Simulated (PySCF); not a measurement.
Level of theory: PySCF with B3LYP-D3(BJ)/def2-TZVP // r2SCAN-D4/def2-SVP. All species are isolated molecules in the gas phase. One relaxed conformer stands for a flexible species; it need not be the lowest. B3LYP has the VWN-RPA correlation part, as in Gaussian. 

Reference species: [Ti(NH2)4] (neutral, multiplicity 1).

```yaml
charge on the central atom (Mulliken): 1.62 e
HOMO: -6.56 eV
```

Changed species: [Ti(F)3(NH2)] (1 of 4 F replaced by NH2; the reference has 4 of 4 F replaced by NH2).

Q: Give the shifts of the charge on the central atom (Mulliken) and HOMO.

A: the charge on the central atom (Mulliken) decreases by 0.02 e, to 1.60 e; the HOMO falls by 1.76 eV, to -8.32 eV.
